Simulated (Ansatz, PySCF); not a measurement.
Conformers of C3H6O2 (SMILES CCOC=O), B3LYP-D3(BJ)/def2-TZVP minima from an xTB search, which can miss the lowest.
Conformer 1 (charge 0, multiplicity 1, Z-matrix in Å and degrees):
```
C
H 1 1.0906
H 1 1.0907 2 107.81
O 1 1.4497 2 108.44 3 117.20
C 4 1.3360 1 116.26 2 -58.33
O 5 1.1996 4 126.06 1 0.01
H 5 1.0986 6 124.77 4 -179.99
C 1 1.5097 2 112.21 3 -124.05
H 8 1.0905 1 110.97 2 -179.57
H 8 1.0905 9 108.48 1 -122.15
H 8 1.0913 9 108.36 10 -117.43
```

Correlated levels freeze the cores. CBS(a, b) extrapolates the correlation energy as X⁻³ and adds the Hartree–Fock energy of set b. MP2 and its Hartree–Fock in cc-pVQZ are density fitted. Rows in 6-31G* carry no dispersion term and start afresh at each structure (6-31G* with six Cartesian d functions).

Programs: Ansatz (Gaussian orbitals); PySCF for 6-31G* rows. Each number belongs to the level named beside it.

Electronic energies of 2 conformers above conformer 1 (kcal/mol):

```tsv
level	conformer 1	conformer 2
PBE/def2-TZVPP	0.00	0.24
B3LYP/6-31G*	0.00	0.18
wB97M-V/def2-TZVPP	0.00	0.14
MP2/CBS(cc-pVTZ, cc-pVQZ) + ΔCCSD(T)/cc-pVTZ	0.00	0.10
```

Q: Give Boltzmann populations at 298.15 K for each level, counting each conformer once and leaving out zero-point, thermal and symmetry terms.

A: 
Weights exp(−E/RT) with RT = 0.5925 kcal/mol, divided by their sum:
- PBE/def2-TZVPP: 60 %, 40 %
- B3LYP/6-31G*: 57 %, 43 %
- wB97M-V/def2-TZVPP: 56 %, 44 %
- MP2/CBS(cc-pVTZ, cc-pVQZ) + ΔCCSD(T)/cc-pVTZ: 54 %, 46 %
The share of conformer 1 runs from 54 to 60 % over these levels.

Ansatz is a program for electronic structure.
